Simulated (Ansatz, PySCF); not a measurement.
Gas-phase reaction (SMILES): O[Si](O)(O)[SiH3] → [OH] (HO) + O[Si](O)[SiH3]; the O-Si bond at the site shown breaks (other sites are not compared here).

Geometries: B3LYP-D3(BJ)/def2-TZVP minima from Ansatz (an electronic-structure program), one conformer each, not searched for the lowest. Valence correlation only, unless marked. UHF or UKS for open shells. No spin-orbit coupling. No relativistic terms. Basis-set limits of correlation are two-point, X^-3; Hartree-Fock from the larger set. Thermal terms are rigid-rotor harmonic-oscillator values from B3LYP-D3(BJ) frequencies (PySCF) at 298.15 K and 1 atm. 1 Eh = 627.5095 kcal/mol.

```tsv
species	E, CCSD(T)/CBS(aug-cc-pV(T+d)Z,aug-cc-pV(Q+d)Z) (Ansatz) (Eh)	E, wB97M-V/def2-TZVPD (Ansatz) (Eh)	H - E (Eh)
O[Si](O)(O)[SiH3]	-807.43101	-808.43187	0.07746
[OH] (HO)	-75.67461	-75.74240	0.01169
O[Si](O)[SiH3]	-731.53622	-732.47327	0.06062
```

### Question
Work out ΔE and ΔH at 298.15 K at the first level, then ΔH at the second.

### Answer

1. ΔE = [(-75.67461) + (-731.53622)] - [(-807.43101)] = 0.22018 Eh = 138.2 kcal/mol at CCSD(T)/CBS(aug-cc-pV(T+d)Z,aug-cc-pV(Q+d)Z).
2. The terms H - E add up to -0.00515 Eh, so ΔH = (0.22018 + (-0.00515))×627.5095 = 134.9 kcal/mol.
3. At wB97M-V/def2-TZVPD the same steps give ΔE = 135.7 and ΔH = 132.4 kcal/mol, a shift of -2.5 from the first level.
4. These values are not checked against measurement here, since the tables used lack a sound gas-phase enthalpy of formation for at least one species.
